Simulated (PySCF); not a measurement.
Isomers of C5H9NO, mass 99.068 u with the commonest isotopes. Method: PBE0/def2-SVPD in PySCF (dipole) on a GFN2-xTB geometry, gas phase. One conformer each, none proved a minimum here; rigid rotors.

Question: Order these by radius of gyration √(Σ m r²/M), smallest first.
A. `[CH2:1]=[C:2]([CH2:3][CH3:4])[C:5]([NH2:6])=[O:7]` with C1–C2–C3–C4 96°, C1–C2–C5–N6 40°, C2–C5–N6–H 3° and 180°
B. `[CH2:1]=[N:2][C:3]1([O:4][CH3:5])[CH2:6][CH2:7]1` with C1–N2–C3–O4 10°, N2–C3–O4–C5 80°
C. `[CH3:1][O:2][CH2:3][CH2:4][CH2:5][C:6]#[N:7]` with C1–O2–C3–C4 178°, O2–C3–C4–C5 -63°, C3–C4–C5–C6 -66°

Answer: B (1.729 Å), A (1.853 Å), C (2.071 Å).

Question: Order these by rotational constant B, largest first.
A. `[CH2:1]=[C:2]([CH2:3][CH3:4])[C:5]([NH2:6])=[O:7]` with C1–C2–C3–C4 96°, C1–C2–C5–N6 40°, C2–C5–N6–H 3° and 180°
B. `[CH2:1]=[N:2][C:3]1([O:4][CH3:5])[CH2:6][CH2:7]1` with C1–N2–C3–O4 10°, N2–C3–O4–C5 80°
C. `[CH3:1][O:2][CH2:3][CH2:4][CH2:5][C:6]#[N:7]` with C1–O2–C3–C4 178°, O2–C3–C4–C5 -63°, C3–C4–C5–C6 -66°

Answer: B (2959 MHz), A (2193 MHz), C (1457 MHz).

Question: Order these by rotational constant C, largest first.
A. `[CH3:1][O:2][CH2:3][CH2:4][CH2:5][C:6]#[N:7]` with C1–O2–C3–C4 178°, O2–C3–C4–C5 -63°, C3–C4–C5–C6 -66°
B. `[CH2:1]=[C:2]([CH2:3][CH3:4])[C:5]([NH2:6])=[O:7]` with C1–C2–C3–C4 96°, C1–C2–C5–N6 40°, C2–C5–N6–H 3° and 180°
C. `[CH2:1]=[N:2][C:3]1([O:4][CH3:5])[CH2:6][CH2:7]1` with C1–N2–C3–O4 10°, N2–C3–O4–C5 80°

Answer: C (1889 MHz), B (1565 MHz), A (1276 MHz).

| SMILES | point group | Ia (u·Å²) | Ib (u·Å²) | Ic (u·Å²) | κ | μa (D) | μb (D) | μc (D) |
| --- | --- | --- | --- | --- | --- | --- | --- | --- |
| COCCCC#N | C1 | 106.48 | 346.82 | 396.21 | -0.90 | 2.63 | 2.45 | 0.23 |
| C=NC1(OC)CC1 | C1 | 154.25 | 170.77 | 267.57 | 0.54 | 0.52 | 0.90 | 0.48 |
| C=C(CC)C(N)=O | C1 | 126.75 | 230.46 | 322.84 | -0.48 | 1.18 | 3.18 | 0.80 |
